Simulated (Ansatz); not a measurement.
Total energies of `[Cl][Sn]([Br])([Br])[Br]`.

```csv
atom,x (Å),y (Å),z (Å)
Cl1,-1.8338,1.1497,0.8124
Sn2,-0.0116,0.0072,0.0052
Br3,0.0274,-2.2224,1.0005
Br4,-0.1982,-0.1629,-2.4238
Br5,2.0162,1.2283,0.6057
```

Charge 0, multiplicity 1. Correlated methods include outer-core shells of Br, Sn, which these sets cover unevenly. Scalar relativity is left out up to krypton. Sn: def2 effective core potential. Geometry: relaxed with PBE0-D4/def2-TZVP. Basis def2-TZVPP, Ansatz.

RPA on PBE orbitals: Hartree–Fock energy of these orbitals -8390.23802 Eh, correlation -1.92130 Eh (frozen core).

```tsv
functional	kind	energy without D4 (Eh)	D4 term (kJ/mol)
r2SCAN0	meta-GGA hybrid, 25 %	-8397.15368	-7.9
PBE-QIDH	double hybrid	-8394.93848	–
```

Task: Give the same for LDA (SPW92), PBE, revPBE, BLYP, r2SCAN, B97M-V, PBE0, B3LYP, r2SCANh, HSE06 (plane-wave form), BHLYP, CAM-B3LYP, LC-ωPBE, ωB97X-V, ωB97M-V, B2PLYP. (Best estimate.)

Result: Computed: 
| functional | kind | energy without D4 (Eh) | D4 term (kJ/mol) |
| --- | --- | --- | --- |
| LDA (SPW92) | LDA | -8384.69175 | – |
| PBE | GGA | -8395.82783 | -27.6 |
| revPBE | GGA | -8396.46801 | -53.0 |
| BLYP | GGA | -8397.19181 | -55.7 |
| r2SCAN | meta-GGA | -8397.18882 | -6.1 |
| B97M-V | meta-GGA with VV10 | -8395.67433 | – |
| PBE0 | global hybrid, 25 % exact exchange | -8396.14212 | -24.4 |
| B3LYP | global hybrid, 20 % | -8397.34097 | -45.8 |
| r2SCANh | meta-GGA hybrid, 10 % | -8397.17397 | -7.0 |
| HSE06 (plane-wave form) | screened hybrid | -8396.14693 | -23.7 |
| BHLYP | global hybrid, 50 % | -8397.08222 | -47.4 |
| CAM-B3LYP | range-separated hybrid | -8397.54715 | -26.4 |
| LC-ωPBE | long-range corrected hybrid | -8396.01360 | – |
| ωB97X-V | range-separated hybrid GGA with VV10 | -8396.38411 | – |
| ωB97M-V | range-separated hybrid meta-GGA with VV10 | -8396.68403 | – |
| B2PLYP | double hybrid | -8395.69095 | – |

B3LYP takes the VWN-RPA correlation (the form of Gaussian; ORCA's B3LYP/G). HSE06 is the plane-wave form, built on full-range PBE exchange. The double hybrids freeze the cores in their second-order part.

LC-ωPBE has ω = 0.4 bohr⁻¹.
